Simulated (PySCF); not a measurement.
C₆ coefficients of unlike pairs at TPSS

Calculated with PySCF 2.14 from the dipole response of each species, C₆(A,B) = (3/π) ∫ α_A(iu) α_B(iu) du, in atomic units, from isotropic polarisabilities. For ions this is the dispersion term alone; charge-induced terms of lower order in 1/R come first.

```json
{"species": "Si²⁺", "configuration": "[Ne] 3s2 (1S)", "basis": "aug-cc-pCVQZ-DK (10s9p7d5f3g)", "relativity": "spin-free X2C", "α (bohr³)": "12.14", "C₆ (like pair)": "42.85"}
{"species": "N³⁺", "configuration": "[He] 2s2 (1S)", "basis": "aug-cc-pwCVTZ (7s6p4d2f)", "relativity": "none", "α (bohr³)": "2.146", "C₆ (like pair)": "2.200"}
{"species": "Ni⁺", "configuration": "[Ar] 3d9 (2D)", "basis": "aug-cc-pwCVTZ-DK (10s9p7d4f3g)", "relativity": "spin-free X2C", "α (bohr³)": "9.330", "C₆ (like pair)": "30.77"}
{"species": "Al²⁺", "configuration": "[Ne] 3s1 (2S)", "basis": "x2c-TZVPPall with one added diffuse shell each of s, p, d type (6s6p4d1f)", "relativity": "spin-free X2C", "α (bohr³)": "14.77", "C₆ (like pair)": "41.48"}
```

Estimate C₆ for Al²⁺ with Ni⁺.

The integral gives 32.98. The combination rule 2 C_A C_B / (C_A α_B/α_A + C_B α_A/α_B) gives 34.08 and the geometric mean 35.73.

No spin-orbit coupling is included.

The other pairs:

```csv
pair,C₆
"Ni⁺, N³⁺",8.129
"Al²⁺, N³⁺",8.711
"N³⁺, Si²⁺",9.418
"Ni⁺, Si²⁺",34.97
"Al²⁺, Si²⁺",41.34
```
